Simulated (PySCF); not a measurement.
C5H7ClO.
Atom-mapped SMILES: `[CH2:1]=[C:2]([Cl:3])[C:4](=[CH2:5])[O:6][CH3:7]` (hydrogens: H8, H9 on C1; H10, H11 on C5; H12, H13, H14 on C7)

Method: CAM-B3LYP/6-31G* geometry optimisation, gas phase (PySCF); density fitting, grid level 1; the optimiser is geomeTRIC in internal coordinates, started from a GFN2-xTB structure.

Step 0: E = -19863.1067 eV
```
atom  x, y, z in Å  |  force x, y, z in eV/Å
C1     -1.3663   -1.6704    1.0193    0.066   0.097  -0.057
C2     -1.4570   -0.5122    0.3772    0.197  -0.328   0.172
Cl3    -3.0124    0.1839    0.0867   -0.558   0.149  -0.046
C4     -0.3018    0.2491   -0.1220    0.380   0.020  -0.034
C5     -0.4051    1.4126   -0.7650    0.147  -0.042   0.014
O6      0.8644   -0.4003    0.1656   -0.411   0.051  -0.014
C7      2.0667    0.2031   -0.2469    0.042  -0.029   0.015
H8     -2.2359   -2.1969    1.3689   -0.272  -0.104   0.076
H9     -0.4014   -2.1066    1.2024    0.284  -0.085   0.029
H10     0.4463    1.9582   -1.1252    0.305   0.103  -0.075
H11    -1.3671    1.8502   -0.9476   -0.232   0.083  -0.030
H12     2.2036    1.1820    0.2232   -0.008   0.070   0.012
H13     2.1045    0.3149   -1.3351   -0.013   0.027  -0.063
H14     2.8607   -0.4681    0.0762    0.073  -0.012   0.002
```

Problem. Estimate the geometry and energy of step 1. (The exact step hangs on the optimiser's Hessian estimate; all steps are aligned on step 0, rigid shifts and turns removed.)

Solution. E = -19863.1188 eV, largest force 0.137 eV/Å
```
atom  x, y, z in Å  |  force x, y, z in eV/Å
C1     -1.3519   -1.6411    1.0715   -0.028  -0.056   0.029
C2     -1.4654   -0.5380    0.3420   -0.100   0.038  -0.070
Cl3    -3.0621    0.0469   -0.0948    0.131   0.003   0.040
C4     -0.3094    0.2481   -0.1475   -0.019  -0.038  -0.046
C5     -0.3838    1.4540   -0.7152   -0.029   0.008  -0.034
O6      0.8373   -0.4436    0.0794    0.105   0.046   0.070
C7      2.0521    0.1768   -0.2825   -0.014   0.009   0.006
H8     -2.2241   -2.1914    1.4032    0.018   0.011   0.005
H9     -0.3693   -2.0046    1.3448   -0.021   0.002  -0.022
H10     0.4932    1.9968   -1.0415   -0.021  -0.025  -0.016
H11    -1.3443    1.9220   -0.8700   -0.010   0.022   0.026
H12     2.1751    1.1370    0.2324    0.007  -0.009   0.001
H13     2.1047    0.3406   -1.3658   -0.011   0.008   0.014
H14     2.8472   -0.5039    0.0218   -0.007  -0.019  -0.003
```

The energy changes by -0.0121 eV. The first-order estimate −F·Δx gives -0.0398 eV and the mean of the old and new forces, exact on a quadratic surface, -0.0068 eV. The step makes an angle of 85° with the force vector and moves no atom by more than 0.233 Å.

What follows is the cost of the whole optimisation. Time: 2.0 min wall; peak memory 0.57 GiB. Hardware: Intel Xeon at 2.70 GHz, one thread, no GPU, on a shared host.
